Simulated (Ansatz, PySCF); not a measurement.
F6Te. Atoms are numbered in the order given.

```xyz
7

F      0.0000    -1.8854     0.0000
Te     0.0000     0.0000     0.0000
F      0.0000     0.0000    -1.8854
F      1.8854     0.0000     0.0000
F     -1.8854     0.0000     0.0000
F      0.0000     1.8854     0.0000
F      0.0000     0.0000     1.8854
```

The structure is a stationary point at r2SCAN-D4/def2-SVP. The def2 effective core potentials stand for the cores of Te; spin–orbit coupling is left out.

Vertical ionisation energy (IE) and electron affinity (EA) in eV. Rows of orbital energies are one-electron estimates. Where ΔSCF, EOM or ADC give a negative EA the extra electron is unbound and the value depends on the basis.

```
level                                                                        IE    EA
------------------------------------------------------------------------  -----  ----
−ε(HOMO), −ε(LUMO), ωB97X/def2-TZVP (PySCF)                               15.43  2.99
ΔSCF, CAM-B3LYP/def2-SVPD (Ansatz), final states of multiplicity 2 and 2  15.85  3.56
```

Question: What vertical singlet–triplet gap does ΔSCF give with CAM-B3LYP/def2-SVPD (Ansatz, a first-principles code)? (Estimate from the structure and the level; the computed values follow.)

Answer: 5.71 eV (triplet above singlet where positive).
